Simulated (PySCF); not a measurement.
C2H6AlCl, SMILES [CH3][Al]([CH3])[Cl] (connectivity only; charge and spin as stated), charge -1, multiplicity 2.

Geometry: B3LYP-D3(BJ)/def2-SVPD. The multiplicity is an assumed one; other spin states were not compared. The isomer is the one that the SMILES or the coordinates give; other isomers of the formula were not compared.

Computed with B3LYP-D3(BJ)/def2-SVPD run with PySCF.

Frequencies are harmonic and unscaled.

```csv
mode,ν (cm⁻¹),IR (km/mol),moving atoms (share of kinetic energy)
1,120,0.0,H 98 %
2,131,0.1,H 94 %
3,139,0.2,"C 41 %, H 38 %, Cl 15 %"
4,140,0.2,"C 38 %, H 23 %, Cl 23 %, Al 15 %"
5,183,5.4,"Al 37 %, H 30 %, C 23 %, Cl 9 %"
6,340,73.6,"Al 46 %, Cl 45 %"
7,526,31.2,"C 55 %, Al 26 %, H 19 %"
8,541,15.9,"H 73 %, C 21 %"
9,581,1.3,"H 65 %, C 25 %, Al 10 %"
10,624,48.5,"H 44 %, Al 29 %, C 26 %"
11,652,56.2,"H 71 %, C 20 %, Al 9 %"
12,693,53.0,"H 70 %, C 23 %"
13,1154,32.5,"H 78 %, C 21 %"
14,1155,13.3,"H 80 %, C 20 %"
15,1407,2.3,H 95 %
16,1410,5.2,H 95 %
17,1412,0.3,H 95 %
18,1422,1.9,H 95 %
19,2960,64.2,H 97 %
20,2962,87.7,H 97 %
21,3034,0.5,"H 91 %, C 9 %"
22,3036,84.3,"H 91 %, C 9 %"
23,3064,19.8,"H 91 %, C 9 %"
24,3064,41.0,"H 91 %, C 9 %"
```
